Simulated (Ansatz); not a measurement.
Relaxation of CH₃SSe (6 atoms, charge -1, multiplicity 1), to a largest force component of 0.02 eV/Å in at most 40 steps.

Theory: RKS BHLYP/def2-SVP in Ansatz.

```xyz
6
Properties=species:S:1:pos:R:3:forces:R:3
C -0.403 0.414 -0.220 0.22 -0.25 0.62
S 0.273 -0.352 1.288 -0.46 0.45 0.11
Se 1.739 -1.756 0.444 0.52 -0.50 -0.22
H -1.146 1.140 0.096 -0.29 0.29 -0.05
H 0.398 0.905 -0.767 0.10 0.10 -0.22
H -0.861 -0.351 -0.841 -0.09 -0.09 -0.24
```

**Question.** Where does it end, and by what steps?

**Answer.** The run converged. Limits of this set-up: an anion without diffuse functions, the dipole of an ion depends on the origin. After 5 steps the energy has fallen by 0.030 eV; Se3 moved furthest, 0.05 Å.

```csv
step,energy less start (eV),largest force component (eV/Å),accepted
0,0.0000,0.625,yes
1,-0.0251,0.246,yes
2,-0.0294,0.145,yes
3,-0.0301,0.071,yes
4,-0.0302,0.020,yes
5,-0.0302,0.002,yes
```

```xyz
6
Properties=species:S:1:pos:R:3
C -0.403 0.414 -0.204
S 0.271 -0.346 1.294
Se 1.773 -1.795 0.451
H -1.162 1.154 0.085
H 0.385 0.913 -0.776
H -0.864 -0.340 -0.850
```

The run took 11 s on 1 thread of Intel(R) Xeon(R) 6975P-C (Granite Rapids), on a shared host, peak memory 0.17 GiB.
